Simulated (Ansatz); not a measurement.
Reaction (substitution at a C–B bond): `CNB(C)Cl` + `[NH2][In]([Cl])[Cl]` → `C[NH][In]([Cl])[Cl]` + `CNBCl`

Calculated with Ansatz (gas phase, PBE0-D4/def2-TZVP geometries, no zero-point term in ΔE). CBS: MP2 limit from def2 TZ/QZ plus the TZ coupled-cluster correction, frozen cores. Functionals use def2-TZVPP. HSE06 is defined as in plane-wave codes. Elements past krypton have def2 core potentials. For In outer-core shells are correlated without core-valence functions, which leaves a few kJ/mol of doubt a bond. One conformer a species, not always the lowest.

`CNB(C)Cl`:

Cartesian coordinates in Å:
```
C -1.378 -0.449 -1.346
N -0.138 -0.301 -0.622
B 0.100 0.301 0.607
C 1.524 0.373 1.253
Cl -1.272 1.025 1.495
H -1.328 0.040 -2.323
H -1.623 -1.503 -1.502
H -2.185 0.009 -0.776
H 0.662 -0.697 -1.090
H 2.300 -0.092 0.639
H 1.527 -0.118 2.231
H 1.811 1.413 1.434
```

`[NH2][In]([Cl])[Cl]`:

Z-matrix (Å, degrees):
```
N
In 1 2.000
H 1 1.010 2 115.7
H 1 1.010 2 115.7 3 -130.4
Cl 2 2.308 1 121.4 3 158.6
Cl 2 2.308 1 121.4 3 -28.1
```

`C[NH][In]([Cl])[Cl]`:

Z-matrix (Å, degrees):
```
C
N 1 1.449
H 1 1.097 2 113.4
H 1 1.096 2 110.7 3 -121.5
H 1 1.092 2 110.2 3 120.4
In 2 1.987 1 124.9 3 -96.4
H 2 1.008 1 113.8 3 59.1
Cl 6 2.307 2 122.3 1 170.0
Cl 6 2.311 2 119.3 1 -15.6
```

`CNBCl`:

```xyz
9

C    -0.946   -0.212    0.702
N     0.114    0.472   -0.003
B     1.043   -0.116   -0.838
Cl    2.275    0.887   -1.620
H    -0.847   -0.093    1.785
H    -1.930    0.161    0.404
H    -0.900   -1.276    0.471
H     0.153    1.468    0.148
H     1.037   -1.290   -1.048
```

Is it downhill or uphill in electronic energy at CCSD(T)/CBS, and by how much? (An estimate is asked.)

Computed: Uphill: ΔE = +21.3 kcal/mol.

What do these levels give: B97M-V, CAM-B3LYP-D4, revPBE, HSE06, CCSD(T)/def2-TZVPP, HF/def2-QZVPP? (Best estimate.)

Computed: B97M-V 23.3, CAM-B3LYP-D4 20.7, revPBE 20.4, HSE06 21.3, CCSD(T)/def2-TZVPP 21.0, HF/def2-QZVPP 19.2 kcal/mol.

What do rigid-rotor, harmonic-oscillator terms from PBE0-D4/def2-TZVP frequencies (298.15 K, 1 bar) make of the CCSD(T)/CBS value? (Best estimate.)

Computed: ΔZPE = +0.1 kcal/mol, ΔH = +21.4 kcal/mol, ΔS = 2 J/(mol·K), ΔG = +21.3 kcal/mol.

Largest T1 diagnostic among the species: 0.013.

From BLYP to BHLYP (50 % exact exchange), in def2-TZVPP and without D4, ΔE moves by +0.9 kcal/mol. In def2-TZVPP, CCSD(T) changes the Hartree–Fock value by +1.6 kcal/mol (the triples alone add +0.1 kcal/mol) and MP2 by +2.5 kcal/mol.
